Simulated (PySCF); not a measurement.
Isomers C₈H₁₂N₂:

A. `N#CCC1CCC(=N)CC1`
B. SMILES CCc1cc(C)nnc1C
C. `CCc1nncc(C)c1C`
D. SMILES Cc1ccnnc1C(C)C

Spectrum 1. ¹H NMR (300 MHz, computed): δ 7.10 (s, 1H), 2.89 (s, 3H), 2.88 (s, 3H), 2.57 (q, 2H), 1.18 (t, 3H). ¹³C{¹H} NMR (computed): δ 162.2 (C), 159.1 (C), 145.5 (C), 129.8 (CH), 30.1 (CH2), 24.7 (CH3), 22.7 (CH3), 18.6 (CH3).

Spectrum 2. ¹H NMR (300 MHz, computed): δ 9.19 (s, 1H), 3.37 (q, 2H), 2.31 (s, 3H), 2.26 (s, 3H), 1.26 (t, 3H). ¹³C{¹H} NMR (computed): δ 166.1 (C), 155.4 (CH), 139.8 (C), 137.1 (C), 33.3 (CH2), 18.8 (CH3), 16.6 (CH3), 15.9 (CH3).

Spectrum 3. ¹H NMR (300 MHz, computed): δ 10.28 (br s, 1H), 2.58 (m, 1H), 2.51 (m, 1H), 2.38 (m, 1H), 2.28 (m, 1H), 2.07 (d, 2H), 2.05 (m, 1H), 1.86 (m, 1H), 1.67 (m, 1H), 1.22 (m, 1H), 1.04 (m, 1H). ¹³C{¹H} NMR (computed): δ 182.5 (C), 123.9 (C), 43.8 (CH2), 41.7 (CH2), 40.4 (CH), 38.4 (CH2), 36.8 (CH2), 24.9 (CH2).

Spectrum 4. ¹H NMR (300 MHz, computed): δ 9.28 (d, 1H), 7.16 (d, 1H), 3.14 (sept, 1H), 2.42 (s, 3H), 1.55 (d, 6H). ¹³C{¹H} NMR (computed): δ 172.3 (C), 153.5 (CH), 138.0 (C), 131.5 (CH), 35.1 (CH), 24.6 (CH3), 21.6 (CH3).

[PySCF 2.14.0 with density-fitted response routines: NMR shieldings at PBE0/pcSseg-1/GIAO; GFN2-xTB geometry; equivalent nuclei averaged; non-relativistic; one conformer; gas phase]

Referencing at the same level of theory: ¹H (σ = 31.72 ppm) and ¹³C (σ = 186.93 ppm) vs TMS. Where no couplings were computed, multiplicities follow the n + 1 count of equivalent neighbours, and m marks all less simple cases (inequivalent or close neighbours, rings, F or P nearby). Shifts are as computed. Against solution values, carbons near 30 ppm lie about +3 ppm off and those near 130 ppm about +5 ppm. Of 1211 compounds with measured shifts, 218 miss one by over three times the rms of a fit or turn the order of signals round; such compounds aren't used in these exercises. OH and NH positions are gas-phase values without hydrogen bonding to other molecules.

Problem. Match each spectrum to its structure.

Solution. 1–B, 2–C, 3–A, 4–D.

- Spectrum 1 (B): 8 ¹³C signals; δC 129.8 is an aromatic CH; δC 30.1 is an sp3 CH2 on an aromatic ring.
- Spectrum 2 (C): 8 ¹³C signals; δC 155.4 is an aromatic CH next to a ring nitrogen; δC 33.3 is an sp3 CH2 on an aromatic ring.
- Spectrum 3 (A): 8 ¹³C signals; δC 123.9 is a nitrile carbon; δC 43.8 is an sp3 CH2 in a ring.
- Spectrum 4 (D): 7 ¹³C signals; δC 153.5 is an aromatic CH next to a ring nitrogen; δC 131.5 is an aromatic CH.
